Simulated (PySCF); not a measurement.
C₃H₆N₂Si.
Atom-mapped SMILES: `[CH3:1][SiH2:2]/[N:3]=[CH:4]/[C:5]#[N:6]` (hydrogens: H7, H8, H9 on C1; H10, H11 on Si2; H12 on C4)

Computed with TDDFT CAM-B3LYP/def2-SVPD, vertical, gas phase, core orbitals frozen in the response (PySCF 2.14.0, density-fitted response routines). The structure is a single GFN2-xTB conformer in the gas phase; no vibrational or solvent corrections. Torsions of this conformer, `[CH3:1][SiH2:2]/[N:3]=[CH:4]/[C:5]#[N:6]`: C1–Si2–N3–C4 119°.

Q: List the vertical singlet excitations with oscillator strengths and describe the spectrum.

A: 

| state | E (eV) | λ (nm) | f | main configurations (H = HOMO, L = LUMO) |
| --- | --- | --- | --- | --- |
| S1 | 3.64 | 340.7 | 0.0001 | H→L (96%) |
| S2 | 6.14 | 201.9 | 0.0011 | H-3→L (92%) |
| S3 | 6.33 | 195.9 | 0.418 | H-1→L (87%) |
| S4 | 6.89 | 179.9 | 0.085 | H→L+1 (86%) |
| S5 | 6.99 | 177.4 | 0.031 | H-2→L (84%) |
| S6 | 7.35 | 168.8 | 0.017 | H-4→L (77%) |
| S7 | 7.60 | 163.2 | 0.0045 | H-5→L (88%) |
| S8 | 7.73 | 160.4 | 0.034 | H→L+2 (56%), H-1→L+1 (9%), H→L+3 (9%) |

Triplets (Tamm–Dancoff): T1 3.03 eV, H→L (94%); T2 4.14 eV, H-1→L (70%), H-4→L (12%); T3 5.76 eV, H-3→L (87%).

The lowest singlet lies at 3.64 eV (341 nm, ultraviolet) and is dark (f under 0.0005); its leading configuration is HOMO→LUMO (96%). The most intense listed level is S3 at 6.33 eV (196 nm, f = 0.418), 2.69 eV above S1. Löwdin shares by element: HOMO nitrogen 58% or more, carbon 13% or more, silicon 10%, hydrogen 7% or more; LUMO nitrogen 46%, carbon 42% or more. Of the 8 states listed, 5 reach f = 0.01 and 1 stays under 0.0005. Weighted by f, the mean energy of these states is 6.56 eV. The listed states span 4.09 eV, and the widest gap between neighbours is 2.50 eV (S1 to S2). No computed singlet lies in the visible range (380 to 750 nm); the lowest, at 341 nm, stands 0.38 eV above its violet end (3.26 eV); a Tamm–Dancoff triplet lies at 410 nm, without intensity as long as spin–orbit coupling is left out. The window holds the lowest 8 singlets.

Hardware: one thread, Arm Neoverse N1 (aarch64), shared host. Cost: 47 s (grids of density and orbitals included), 0.74 GiB resident at most.
